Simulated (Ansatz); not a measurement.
Relaxation of ClF2H7O2SiW (14 atoms, charge 0, multiplicity 1), to a largest force component of 0.03 eV/Å in at most 50 steps.

These are results of Ansatz 0.2.0, RHF/def2-SVP, not measurements.

```xyz
14
Properties=species:S:1:pos:R:3
W 0.145 0.225 -0.288
F 0.212 0.791 1.485
Cl 2.380 0.977 -0.345
H 0.016 1.872 -0.479
O -1.469 -0.469 0.320
H -1.761 -0.594 1.215
F 0.933 -1.312 -1.028
O -0.586 0.443 -1.969
H -1.003 1.185 -2.386
Si 1.794 -2.432 1.672
H 0.964 -3.562 1.198
H 3.023 -2.297 0.866
H 2.145 -2.647 3.097
H 1.012 -1.189 1.610
```

**Question.** Where does it end, and by what steps?

**Answer.** The forces met the threshold. After 23 steps the energy has fallen by 0.451 eV; H13 moved furthest, 1.48 Å.

```csv
step,energy less start (eV),largest force component (eV/Å),accepted
0,0.0000,0.620,yes
1,-0.1400,0.243,yes
2,-0.1800,0.684,yes
3,-0.2400,0.163,yes
4,-0.2432,0.402,yes
5,-0.2570,0.138,yes
6,-0.2619,0.148,yes
7,-0.2715,0.193,yes
8,-0.2813,0.348,yes
9,-0.2886,0.449,yes
10,-0.3009,0.497,yes
11,-0.3163,0.696,yes
12,-0.3276,0.980,yes
13,-0.3480,1.231,yes
14,-0.3810,0.957,yes
15,-0.2726,1.220,no
16,-0.4244,0.435,yes
17,-0.4371,0.247,yes
18,-0.4455,0.104,yes
19,-0.4481,0.110,yes
20,-0.4493,0.064,yes
21,-0.4499,0.050,yes
22,-0.4504,0.051,yes
23,-0.4506,0.027,yes
```

```xyz
14
Properties=species:S:1:pos:R:3
W -0.048 0.659 -0.475
F 0.349 0.976 1.320
Cl 1.905 1.773 -1.199
H -0.409 2.297 -0.461
O -1.756 0.363 0.186
H -2.082 0.553 1.057
F 1.105 -0.824 -0.302
O -0.651 0.376 -2.147
H -1.018 0.278 -3.012
Si 2.083 -3.083 1.993
H 1.436 -3.783 0.859
H 3.297 -2.375 1.533
H 2.466 -4.090 3.014
H 1.128 -2.129 2.602
```

Whether the end is a true minimum wasn't checked by a vibrational analysis.

Time of the run: 52 s on 4 threads of INTEL(R) XEON(R) PLATINUM 8581C CPU @ 2.10GHz (Emerald Rapids), with other jobs on the host, peak memory 0.51 GiB.
